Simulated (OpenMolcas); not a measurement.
## V2+ in a point-charge field

V2+ among 5 point charges of -1.6 e arranged as a trigonal bipyramid (D3h), 1.96 Å from the ion, with the axial distance 1.862 Å. The active orbitals were held to one l.
```
   1.9600    0.0000    0.0000  -1.60
  -0.9800    1.6974    0.0000  -1.60
  -0.9800   -1.6974    0.0000  -1.60
   0.0000    0.0000    1.8620  -1.60
   0.0000    0.0000   -1.8620  -1.60
```

| Quantity | Value |
| --- | --- |
| Program | OpenMolcas |
| Method | CASSCF |
| Basis | ANO-RCC-VDZP [5s4p2d1f] |
| Scalar Hamiltonian | DKH2, point nucleus |
| Active space | 3 electrons in 5 orbitals (3d) |
| State averaging | 2S+1 = 4 even, 10 roots; 2S+1 = 2 even, 40 roots |
| Spin-orbit coupling | RASSI with atomic mean-field integrals over the reference wave functions |

The lowest spin-free states (labels of D3, the rotations of D3h), above the lowest:

```
   State  Degeneracy  E (cm-1)  Free-ion L (%)
      4E           2       0.0         F (100)
      4E           2      3749          F (89)
     4A2           1      9213         F (100)
2S+1 = 4           2      9481         F (100)
      2E           2     15124          G (79)
      2E           2     15681          G (74)
      2E           2     16218          G (65)
     2A1           1     16764          G (77)
      2E           2     18274         H (100)
2S+1 = 2           2     18584          G (76)
      4E           2     19252          P (89)
     2A2           1     19468          P (62)
      2E           2     20717          D (56)
      2E           2     21525          H (51)
     4A2           1     23803         P (100)
      2E           2     25387          P (35)
      2E           2     26427          H (79)
2S+1 = 2           2     27033          H (79)
     2A1           1     27380          D (78)
     2A2           1     28875          H (65)
```

The lowest levels with spin-orbit coupling:

| E (cm-1) | Degeneracy | Label | 2S+1 | g |
| --- | --- | --- | --- | --- |
| 0.0 | 2 | E1/2 | 4 | 0.00 0.00 2.00 |
| 114.2 | 2 | E3/2 | 4 | 0.00 0.00 2.00 |
| 234.4 | 2 | E1/2 | 4 | 0.00 0.00 6.00 |
| 360.4 | 2 | E1/2 | 4 | 0.00 0.00 10.01 |
| 3840 | 2 | E1/2 | 4 | 0.84 0.84 3.95 |
| 3902 | 2 | E1/2 | 4 | 0.06 1.07 1.07 |
| 3963 | 2 | E3/2 | 4 | 0.00 0.00 4.00 |
| 4026 | 2 | E1/2 | 4 | 0.00 0.00 8.00 |
| 9400 | 2 | E3/2 | 4 | 0.00 0.00 5.99 |
| 9403 | 2 | E3/2 | 4 |  |
| 9406 | 2 | E1/2 | 4 | 2.00 4.22 4.22 |
| 9581 | 2 | E1/2 | 4 | 0.00 0.00 4.00 |
| 9752 | 2 | E1/2 | 4 | 0.00 0.00 8.00 |
| 9918 | 2 | E3/2 | 4 | 0.00 0.00 12.00 |
| 15149 | 2 | E1/2 | 2 | 0.00 0.00 6.00 |
| 15472 | 2 | E3/2 | 2 | 0.00 0.00 10.00 |
| 15836 | 2 | E1/2 | 2 | 0.00 0.00 6.00 |
| 15882 | 2 | E3/2 | 2 | 0.00 0.00 2.04 |
| 16320 | 2 | E3/2 | 2 | 0.00 0.00 3.96 |
| 16457 | 2 | E1/2 | 2 | 0.14 1.50 1.50 |

Powder χT (cm3 K/mol): 0.143 at 2 K, 0.211 at 10 K, 0.545 at 50 K, 0.892 at 100 K, 1.38 at 200 K, 1.67 at 300 K. The effective moment at 300 K is 2.828 √(χT) = 3.65 μB.

The lowest level has 2S+1 = 4, for which the spin-only value is χT = S(S+1) / 2 = 1.875 cm3 K/mol (g = 2). The computed 1.669 at 300 K differs by -0.206, through orbital momentum, spin-orbit coupling and any other state in reach.

An orbital doublet at a regular site is open to a Jahn-Teller distortion, which this geometry leaves out. Without dynamic correlation the repulsion within the d shell is too large (B by tens of per cent), so at a given field states of lower spin stand too high. Point charges carry no covalency, so the field is a model and not that of real ligands. An unlabelled pair can be two single states that coincide in this model. No measured value stands beside these numbers.
